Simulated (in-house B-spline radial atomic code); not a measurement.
Configurations of Co III (Co2+), with energies counted from [Ar] 3d7. Computed with a B-spline radial code for spherical atoms: non-relativistic BHandHLYP, spin-polarised, spherical fractional occupations, exact exchange averaged over the configuration, point nucleus. Shells without spins written out take the highest spin.

Occupations are held fixed; configurations that lie above the ionisation limit could autoionise.

```tsv
configuration	E - E(ref) (eV)	highest orbital	its <r> (bohr)
[Ar] 3d6 4p1	11.972	4p up	2.745
[Ar] 3d6 4d1	20.342	4d up	3.954
[Ne] 3s2 3p5 3d7 4d1	79.405	4d up	3.928
[Ne] 3s2 3p5 3d7 4f1	84.312	4f up	5.783
```

Order these further configurations by energy, lowest first.
A. [Ne] 3s2 3p5 3d8
B. [Ar] 3d6 4f1
C. [Ne] 3s2 3p5 3d7 4s1
D. [Ne] 3s2 3p5 3d7 4p1
E. [Ar] 3d6 4s1

E (5.382 eV), B (25.18 eV), A (58.981 eV), C (64.35 eV), D (70.977 eV).
